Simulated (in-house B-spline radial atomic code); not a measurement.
Radial electron density of the terbium ion Tb²⁸⁺, [Kr] 4d1. Computed with a B-spline radial code for spherical atoms: Dirac-Hartree-Fock, average of configuration, Fermi nucleus of rms radius 5.06 fm.

Columns: r (bohr), 4πr²n(r) (electrons per bohr), bar.

```
0.000775    2.928 #
0.000932    3.972 ##
 0.00112     5.36 ##
 0.00135    7.231 ###
 0.00162    9.627 ####
 0.00195    12.79 #####
 0.00235    16.86 ######
 0.00282    21.87 ########
  0.0034    28.19 ###########
 0.00409    35.68 ##############
 0.00492    44.36 #################
 0.00591     53.9 #####################
 0.00711    63.94 #########################
 0.00856    73.64 ############################
  0.0103    81.83 ###############################
  0.0124    87.38 ##################################
  0.0149    89.36 ##################################
  0.0179    87.73 ##################################
  0.0216    83.56 ################################
  0.0259    79.73 ###############################
  0.0312    79.47 ##############################
  0.0375    85.39 #################################
  0.0451    96.92 #####################################
  0.0543    109.2 ##########################################
  0.0653    114.7 ############################################
  0.0786    108.7 ##########################################
  0.0945    94.64 ####################################
   0.114    83.74 ################################
   0.137    85.86 #################################
   0.165    96.58 #####################################
   0.198    98.88 ######################################
   0.238    81.59 ###############################
   0.286    53.49 #####################
   0.344    33.87 #############
   0.414    29.03 ###########
   0.498    27.21 ##########
     0.6    18.95 #######
   0.721     8.57 ###
   0.868    2.313 #
    1.04   0.3696 
    1.26  0.02631 
    1.51 0.001013 
    1.82 1.427e-05
```

On this grid the curve has 3 maxima, near 0.0149, 0.0653, 0.198 bohr.

The 4d3/2 radial function P(r) = rR(r), positive near the nucleus, with its small component Q(r) (sign convention: Q ≈ (P' + κP/r)/2c):

```csv
r (bohr),P,Q
0.00591,0.001914,0.004191
0.00856,0.004932,0.008043
0.0124,0.01268,0.01498
0.0179,0.03177,0.02659
0.0259,0.07715,0.0445
0.0375,0.1763,0.0681
0.0543,0.3656,0.09118
0.0786,0.6548,0.09932
0.114,0.935,0.07498
0.165,0.8822,0.0175
0.238,0.1594,-0.03948
0.344,-1.018,-0.05275
0.498,-1.598,-0.02229
0.721,-1.008,0.002228
1.04,-0.2494,0.002916
1.51,-0.01662,0.0002992
```
